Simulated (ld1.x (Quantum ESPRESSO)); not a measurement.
Pseudopotential generation for scandium (Sc): ultrasoft, PBE, scalar-relativistic.

```json
{
  "Element": "scandium (Sc)",
  "Generator": "ld1.x (Quantum ESPRESSO) 7.5",
  "Type": "ultrasoft",
  "Functional": "PBE",
  "Relativity": "scalar-relativistic",
  "Frozen core": "[Ar]",
  "Valence charge": "3",
  "Reference configuration": "3d1 4s2 4p0",
  "Partial waves": "4s (bound): rcut 2.90, rcutus 3.80 bohr; 4s channel at 0.45 Ry: rcut 2.90, rcutus 3.80 bohr; 4p (bound, empty): rcut 3.70, rcutus 4.20 bohr; 4p channel at 0.2 Ry: rcut 3.70, rcutus 4.20 bohr; 3d (bound): rcut 1.90, rcutus 2.25 bohr; 3d channel at 0.65 Ry: rcut 1.90, rcutus 2.25 bohr",
  "Local potential": "all-electron potential smoothed inside 3.00 bohr (lloc = -1)",
  "Core correction": "a·sin(br)/r model core, default radius (core density twice the valence density)",
  "Augmentation charge": "PSQ, radius 1.35 bohr"
}
```

All-electron outer shells of the reference configuration (PBE, scalar-relativistic, ld1.x):

```csv
shell,level (eV),outermost node (bohr),outermost maximum (bohr)
3s,-55.04,0.42,0.92
3p,-33.63,0.39,0.97
4s,-4.18,1.33,3.14
3d,-3.23,–,1.10
4p,-1.47,1.49,4.03
```

What the tests gave:

| Item | Value |
| --- | --- |
| Cutoffs needed | 15 Ry and 21 Ry (the cutoffs (Ry, on a coarse ladder) from which the occupation-weighted sum of valence levels, in a spherical-Bessel basis at the reference potential, stays within 10 and 1 mRy of its value at 400 Ry) |
| Ghost test | no extra level below or beside the all-electron valence levels (s, p, d, f tested) (spherical-Bessel basis up to 400 Ry, 20 bohr box) |
| Configuration tests | test run stopped at test 6 of 7 (negative rho) |
| Lowest eigenvalue of the overlap operator | 0.43 (s channel) |
| Density cutoff estimated by the generator | 218 Ry |

Generation and tests took about 1.9 s on one core of a shared server CPU.
